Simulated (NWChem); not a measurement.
System: SiH4S; SMILES [SiH3]S

Program: NWChem. Pople sets run with spherical d functions. All runs use the structure optimised with PBE0-D3(BJ)/def2-TZVP. Vertical excitations in the gas phase; the lowest state need not have the same character in each row.

For level B3LYP/6-31G*, TDA:

```yaml
lowest excitation, singlet (eV): 6.04
orbital gap (eV): 7.14
```

How do the values read with level PBE0/6-31G*, TDA instead?

lowest excitation, singlet (eV): 6.17
orbital gap (eV): 7.60
